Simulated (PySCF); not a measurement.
Exercise with solution: chemical shift, span and skew from a shielding tensor

AlH5N2O, SMILES [NH2][Al]([NH2])[OH]. Atoms are numbered in the order given.

```xyz
9

Al     0.0000     0.0000     0.0289
O      0.0000     0.0000     1.6994
H      0.0000     0.0000     2.6468
N      0.0000     1.5348    -0.8600
H      0.0000     2.4488    -0.4199
H      0.0000     1.6363    -1.8692
N      0.0000    -1.5348    -0.8600
H      0.0000    -1.6363    -1.8692
H      0.0000    -2.4488    -0.4199
```

Geometry: B3LYP-D3(BJ)/def2-SVP. A frequency run showed that this geometry is not a minimum. One conformer was computed; it need not be the lowest.

GIAO shieldings from KT2/pcSseg-1 (PySCF), non-relativistic, no solvent. The symmetric part of the tensor of N4 has the principal values 228.8, 283.0, 293.7 ppm. The same nucleus in NH3 has σ = 266.2 ppm at this level (PySCF, at its B3LYP-D3(BJ)/def2-TZVP geometry).

Question: Work out the isotropic shielding, the ¹⁵N shift against NH3, the span and the skew.

Answer: 
σ(iso) = (σ11 + σ22 + σ33)/3 = 268.5 ppm. δ = σ(ref) − σ(iso) = 266.2 − (268.5) = -2.3 ppm.
Span Ω = σ33 − σ11 = 64.9 ppm. Skew κ = 3(σ(iso) − σ22)/Ω = -0.67. Tumbling in solution averages the tensor to δ; in a static solid the shielding alone would spread this spin-1/2 line over Ω.
